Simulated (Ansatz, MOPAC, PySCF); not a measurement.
Isomers of CH6GaN: 1 is [NH2][GaH][CH3], 2 is C[NH][GaH2]; one conformer of each (the lowest of an xTB search), B3LYP-D3(BJ)/def2-TZVP minima.
Isomer 1 (charge 0, multiplicity 1):
```tsv
atom	x (Å)	y (Å)	z (Å)
C	-1.4743	-0.2869	0.1363
Ga	0.2260	0.7159	0.1618
N	1.7746	-0.2271	-0.0822
H	-1.3060	-1.3508	-0.0315
H	-2.1273	0.0906	-0.6529
H	-2.0031	-0.1637	1.0833
H	0.4040	2.2584	0.3717
H	2.6926	0.1863	-0.0867
H	1.8135	-1.2227	-0.2285
```
Isomer 2 (charge 0, multiplicity 1):
```xyz
9

C     -1.27553     0.15817     0.14190
N     -0.01594    -0.56416     0.13841
Ga     1.66728     0.11568    -0.04923
H     -1.93809    -0.16092    -0.67069
H     -1.82112     0.03460     1.08433
H     -1.08794     1.22492     0.01055
H     -0.13161    -1.55945     0.25685
H      2.84065    -0.91388    -0.01277
H      1.76230     1.66505    -0.22792
```

No zero-point or thermal terms.

Correlated levels freeze the cores. Filled d and f shells under p-block atoms count as core. Rows in 6-31G* carry no dispersion term and start afresh at each structure (6-31G* with six Cartesian d functions); the Pople sets are all-electron and without relativity. The state reached by AM1, PM6 isn't checked.

The values were computed with Ansatz (Gaussian basis) for Hartree–Fock, density functionals and correlated methods; MOPAC for AM1, PM6 (differences of heats of formation); PySCF for 6-31G* rows. Values without a source in brackets are computed.

```
level                 electronic energy of isomer 2 less that of isomer 1 (kJ/mol)
--------------------  ------------------------------------------------------------
AM1                                                                           17.4
PM6                                                                            3.1
HF/6-31G*                                                                     53.1
r2SCAN/def2-TZVPP                                                             72.6
B97M-V/def2-TZVPP                                                              ___
B3LYP/def2-TZVPP                                                              69.4
CAM-B3LYP/def2-TZVPP                                                          68.8
SCS-MP2/cc-pVTZ                                                               69.8
CCSD(T)/cc-pVDZ                                                               53.2
```

Problem. Fill in the missing entries.

Solution. 
- B97M-V/def2-TZVPP, electronic energy of isomer 2 less that of isomer 1 (kJ/mol): 64.3

Ansatz is a first-principles code.
